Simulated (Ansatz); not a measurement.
C₂H₆FGaSe (`C[C](F)([GaH2])[SeH]`), 11 atoms. The species carries charge 0 and has multiplicity 1. Correlated methods include outer-core shells of Ga, Se, which these sets cover unevenly. Scalar relativity is left out up to krypton. All runs use 4 threads of an Intel Xeon 6975P-C on a shared host. Correlated methods freeze the cores.

(1) Give the basis size and wall time and peak host memory of each of these runs in Ansatz. direct RPA on PBE orbitals/def2-TZVPP energy; RKS PBE0-D4/def2-TZVP frequencies; RKS ωB97M-V/def2-SVP energy; RKS PBE0-D4/def2-SVP energy; RKS PBE0-D4/def2-TZVP relaxation (15 steps); RHF-CCSD(T)/def2-SVP energy; RKS PBE0-D4/def2-TZVPP energy; RKS PBE0-D4/def2-QZVPP energy; RKS ωB97M-V/def2-TZVPP energy and forces; RKS BLYP-D4/def2-TZVPP energy; RKS ωB97M-V/def2-QZVPP energy; RHF-MP2/def2-TZVPP energy. (Estimate.)

Answers

(1) The calculation gave: Other jobs shared the machine, so times are rough.

| level | job | functions | wall time | peak host memory (GiB) |
| --- | --- | --- | --- | --- |
| RKS PBE0-D4/def2-SVP | energy | 136 | 1.2 s | 0.38 |
| RKS BLYP-D4/def2-TZVPP | energy | 273 | 1.6 s | 0.45 |
| RKS PBE0-D4/def2-TZVPP | energy | 273 | 3 s | 1.1 |
| RKS ωB97M-V/def2-SVP | energy | 136 | 4.1 s | 0.54 |
| RHF-MP2/def2-TZVPP | energy | 273 | 4.2 s | 0.87 |
| direct RPA on PBE orbitals/def2-TZVPP | energy | 273 | 4.6 s | 0.79 |
| RHF-CCSD(T)/def2-SVP | energy | 136 | 8 s | 1 |
| RKS PBE0-D4/def2-QZVPP | energy | 529 | 9 s | 2.9 |
| RKS ωB97M-V/def2-TZVPP | energy and forces | 273 | 9.5 s | 1.4 |
| RKS ωB97M-V/def2-QZVPP | energy | 529 | 19 s | 2.9 |
| RKS PBE0-D4/def2-TZVP | relaxation (15 steps) | 225 | 51 s | 0.84 |
| RKS PBE0-D4/def2-TZVP | frequencies | 225 | 2.7 min | 0.84 |
